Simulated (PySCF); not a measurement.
Species: B(vinyl)3, C6H9B.
Bonds: B1–C2, B1–C7, B1–C12, C2–C3, C7–C8, C12–C13. Hydrogens: H4 on C2; H5, H6 on C3; H9 on C7; H10, H11 on C8; H14 on C12; H15, H16 on C13.

The closed-shell ground state was solved at several levels (PySCF, density fitting, gas phase, non-relativistic). Geometry: PBE0-D3(BJ)/def2-SVP, one conformer, isolated molecule.

```
              level  basis functions  HOMO (eV)  LUMO (eV)  gap (eV)  dipole (D)
CAM-B3LYP/def2-SVPD              212      -8.94      -1.01      7.93        0.22
     B3LYP/pcSseg-1              164      -7.39      -2.23      5.16        0.22
      PBE0/pcSseg-1              164      -7.64      -2.08      5.56        0.24
```

What might B3LYP/pcJ-1 (279 basis functions) give for the same quantities?

HOMO -7.38 eV, LUMO -2.22 eV, gap 5.16 eV, dipole 0.22 D.

How far do the dipole and the HOMO energy spread over the levels?

The dipole runs from 0.22 to 0.24 D (mean 0.22 D) and the HOMO from -8.94 to -7.38 eV.
